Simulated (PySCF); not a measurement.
Adding and removing an electron: CdF

PBE0; PySCF, scalar-relativistic core potentials, basis sets Cd def2-SVPD with ECP28, F def2-SVPD. Neutral (UKS): doublet (σ ↑), Re = 2.012 Å, ωe = 502 cm⁻¹, De = 2.54 eV, HOMO -6.81 eV, LUMO -3.91 eV.

CdF⁻ (UKS): singlet (closed shell), Re = 2.197 Å, ωe = 325 cm⁻¹, De = 1.25 eV to Cd + F⁻. The energies at the minima are -267.38716 hartree for CdF and -267.46304 for CdF⁻.

Problem. Work out the adiabatic electron affinity, without and with harmonic zero-point energies (1 hartree = 27.2114 eV, 1 eV = 8065.5 cm⁻¹), and the change of the bond length.

Solution. At PBE0: 0.07588 hartree = 2.065 eV between the minima; the zero-point term (502.0 − 325.0)/2 cm⁻¹ = +0.011 eV makes it 2.076 eV. Re changes by +18.5 pm against the neutral. The electron enters a σ orbital; in so polar a molecule the change of length follows mostly from the change of the ionic charges.

For an ion De counts to the pair picked by the measured ionisation energies or electron affinities, which need not be the lowest pair at this level. States were picked by a PBE0 search and need not be the measured ground states.
